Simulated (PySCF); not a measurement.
Cu(Cl) anion (ClCu), SMILES [Cl][Cu] (connectivity only; charge and spin as stated), charge -1, multiplicity 2. Geometry optimised at PBE0-D3(BJ)/def2-TZVPD. The multiplicity is an assumed one; other spin states were not compared.

Level of theory: PBE0-D3(BJ)/def2-TZVPD (PySCF).

Harmonic wavenumbers (cm⁻¹): 276. Rotational constants (GHz): 4.540 (linear); symmetry number 1.

Question: Work out the zero-point energy and the ideal-gas rigid-rotor harmonic-oscillator thermochemistry at 298.15 K and 1 atm.

Answer: ZPE = ½ Σ hcν = ½ × 276 cm⁻¹ = 1.65 kJ/mol. H − E(el) = 11.51 kJ/mol. Entropy in J/(mol K): translation 166.05, rotation 68.36, vibration 6.51, spin 5.76, total 246.68. G − E(el) = -62.04 kJ/mol. Cp = 36.28 J/(mol K).
